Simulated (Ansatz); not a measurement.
Program: Ansatz. Geometries: PBE0-D4/def2-TZVP. ΔE: electronic, gas phase. CCSD(T)/CBS adds triple-zeta CCSD(T) − MP2 to the extrapolated MP2 energy (def2 sets, frozen cores). This one scheme is used for every species. Functionals use def2-TZVPP. HSE06 is defined as in plane-wave codes. One conformer a species, not always the lowest.

`NCBCl` + H–F → `NCF` + `BCl`  (substitution at a C–B bond)

| level | ΔE (kcal/mol) | difference from CCSD(T)/CBS |
| --- | --- | --- |
| PBE-D4 | 11.3 | -1.7 |
| BLYP-D4 | 9.0 | -4.0 |
| PBE-QIDH | 12.3 | -0.7 |
| PBE | 10.1 | -2.9 |
| r2SCAN | 10.2 | -2.8 |
| r2SCAN0 | 11.0 | -2.0 |
| HSE06 | 11.0 | -2.0 |
| BHLYP | 7.9 | -5.1 |
| CAM-B3LYP | 7.8 | -5.2 |
| CCSD/def2-TZVPP | 11.0 | -2.0 |
| CCSD(T)/CBS | 13.0 | 0 |

Largest T1 diagnostic among the species: 0.012.

At CCSD(T), def2-SVP lies −5.8 kcal/mol from the extrapolated value and def2-TZVPP −1.6 kcal/mol. From r2SCAN to r2SCAN0 (25 % exact exchange), in def2-TZVPP and without D4, ΔE moves by +0.8 kcal/mol. Leaving LDA and LC-ωPBE aside and taking each functional with its dispersion term where it has one, the values, not all of them listed here, spread over 3.3 kcal/mol, from CAM-B3LYP-D4 to PBE-QIDH. LDA lies +2.9 kcal/mol from PBE without D4.
